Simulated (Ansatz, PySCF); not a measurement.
Breaking a bond: SMILES BO (H3BO). The B1–O4 bond (B1 also carries H, H; O4 carries H) is varied alone, starting from the PBE0/def2-TZVP optimised geometry.

- UHF/6-31G (PySCF)
- RHF/6-31G (PySCF)
- UKS-BHandHLYP = PySCF 2.14.0 with unrestricted BHandHLYP/6-31G
- RKS-BHandHLYP = restricted BHandHLYP/6-31G run with PySCF
- UKS-CAM-B3LYP = unrestricted CAM-B3LYP/6-31G in PySCF 2.14.0
- RKS-CAM-B3LYP = restricted CAM-B3LYP/6-31G in PySCF
- UKS-r2SCAN = unrestricted r2SCAN/6-31G (PySCF)
- RKS-r2SCAN = restricted r2SCAN/6-31G (PySCF 2.14.0)
- UKS-PBE = unrestricted PBE/6-31G run with Ansatz (a program for electronic structure)
- RKS-PBE = restricted PBE/6-31G in Ansatz
- UKS-B3LYP/6-31G* = unrestricted B3LYP/6-31G*, spherical d in PySCF 2.14.0
- RKS-B3LYP/6-31G* = restricted B3LYP/6-31G*, spherical d in PySCF
- UKS-LDA (SVWN5)/6-31G* = unrestricted LDA (SVWN5)/6-31G*, spherical d (PySCF)
- RKS-LDA (SVWN5)/6-31G* = restricted LDA (SVWN5)/6-31G*, spherical d (PySCF)
- UKS-B3LYP/LANL2DZ = unrestricted B3LYP/LANL2DZ in PySCF 2.14.0
- RKS-B3LYP/LANL2DZ = restricted B3LYP/LANL2DZ (PySCF)

Scanned distances (Å): 1.00, 1.08, 1.15, 1.21, 1.26, 1.30, 1.35, 1.38, 1.44, 1.47, 1.55, 1.68, 1.80, 2.04, 2.24, 2.44, 2.66, 2.97, 3.31, 3.64, 4.08, 4.70.

Problem. Where does the unrestricted solution first break spin symmetry (<S²> of 0.01 or more)?

Solution. UHF: between 2.04 and 2.24 Å; UKS-BHandHLYP: between 2.24 and 2.44 Å; UKS-CAM-B3LYP: between 2.24 and 2.44 Å; UKS-r2SCAN: between 2.24 and 2.44 Å; UKS-PBE: between 2.44 and 2.66 Å; UKS-B3LYP/6-31G*: between 2.24 and 2.44 Å; UKS-LDA (SVWN5)/6-31G*: between 2.66 and 2.97 Å; UKS-B3LYP/LANL2DZ: between 2.24 and 2.44 Å.

```csv
R / Å,<S²> UHF,E(RHF) − E(UHF) / kcal/mol,<S²> UKS-BHandHLYP,E(RKS-BHandHLYP) − E(UKS-BHandHLYP) / kcal/mol,<S²> UKS-CAM-B3LYP,E(RKS-CAM-B3LYP) − E(UKS-CAM-B3LYP) / kcal/mol,<S²> UKS-r2SCAN,E(RKS-r2SCAN) − E(UKS-r2SCAN) / kcal/mol,<S²> UKS-PBE,E(RKS-PBE) − E(UKS-PBE) / kcal/mol,<S²> UKS-B3LYP/6-31G*,E(RKS-B3LYP/6-31G*) − E(UKS-B3LYP/6-31G*) / kcal/mol,<S²> UKS-LDA (SVWN5)/6-31G*,E(RKS-LDA (SVWN5)/6-31G*) − E(UKS-LDA (SVWN5)/6-31G*) / kcal/mol,<S²> UKS-B3LYP/LANL2DZ,E(RKS-B3LYP/LANL2DZ) − E(UKS-B3LYP/LANL2DZ) / kcal/mol
1.00,0.00,0.0,0.00,0.0,0.00,0.0,0.00,0.0,0.00,0.0,0.00,0.0,0.00,0.0,0.00,0.0
1.08,0.00,0.0,0.00,0.0,0.00,0.0,0.00,0.0,0.00,0.0,0.00,0.0,0.00,0.0,0.00,0.0
1.15,0.00,0.0,0.00,0.0,0.00,0.0,0.00,0.0,0.00,0.0,0.00,0.0,0.00,0.0,0.00,0.0
1.21,0.00,0.0,0.00,0.0,0.00,0.0,0.00,0.0,0.00,0.0,0.00,0.0,0.00,0.0,0.00,0.0
1.26,0.00,0.0,0.00,0.0,0.00,0.0,0.00,0.0,0.00,0.0,0.00,0.0,0.00,0.0,0.00,0.0
1.30,0.00,0.0,0.00,0.0,0.00,0.0,0.00,0.0,0.00,0.0,0.00,0.0,0.00,0.0,0.00,0.0
1.35,0.00,0.0,0.00,0.0,0.00,0.0,0.00,0.0,0.00,0.0,0.00,0.0,0.00,0.0,0.00,0.0
1.38,0.00,0.0,0.00,0.0,0.00,0.0,0.00,0.0,0.00,0.0,0.00,0.0,0.00,0.0,0.00,0.0
1.44,0.00,0.0,0.00,0.0,0.00,0.0,0.00,0.0,0.00,0.0,0.00,0.0,0.00,0.0,0.00,0.0
1.47,0.00,0.0,0.00,0.0,0.00,0.0,0.00,0.0,0.00,0.0,0.00,0.0,0.00,0.0,0.00,0.0
1.55,0.00,0.0,0.00,0.0,0.00,0.0,0.00,0.0,0.00,0.0,0.00,0.0,0.00,0.0,0.00,0.0
1.68,0.00,0.0,0.00,0.0,0.00,0.0,0.00,0.0,0.00,0.0,0.00,0.0,0.00,0.0,0.00,0.0
1.80,0.00,0.0,0.00,0.0,0.00,0.0,0.00,0.0,0.00,0.0,0.00,0.0,0.00,0.0,0.00,0.0
2.04,0.00,0.0,0.00,0.0,0.00,0.0,0.00,0.0,0.00,0.0,0.00,0.0,0.00,0.0,0.00,0.0
2.24,0.54,7.4,0.00,0.0,0.00,0.0,0.00,0.0,0.00,0.0,0.00,0.0,0.00,0.0,0.00,0.0
2.44,0.78,22.9,0.43,4.1,0.22,0.8,0.16,0.4,0.00,0.0,0.10,0.1,0.00,0.0,0.05,0.0
2.66,0.90,41.3,0.69,13.5,0.55,6.8,0.47,4.4,0.17,0.3,0.46,4.1,0.00,0.0,0.42,3.3
2.97,0.96,64.8,0.87,28.2,0.79,18.5,0.71,12.7,0.53,4.3,0.72,12.9,0.36,1.5,0.69,11.3
3.31,0.99,86.1,0.95,42.6,0.91,31.1,0.84,21.1,0.72,10.3,0.85,22.1,0.62,5.7,0.83,19.7
3.64,1.00,102.7,0.98,53.9,0.97,41.8,0.91,—,0.82,15.2,0.92,29.5,0.75,9.9,0.90,26.4
4.08,1.00,119.1,1.00,65.2,0.99,52.9,0.96,—,0.88,19.9,0.97,36.8,0.83,14.3,0.96,33.1
4.70,1.01,133.8,1.00,74.8,1.00,62.9,0.99,—,0.92,23.6,1.00,43.1,0.87,17.6,0.99,39.1
```

A dash means that the run gave no value there, or that the column was ended at a point which the program doubted or which failed a test of continuity chosen for this set; such a test can also cut sound points.
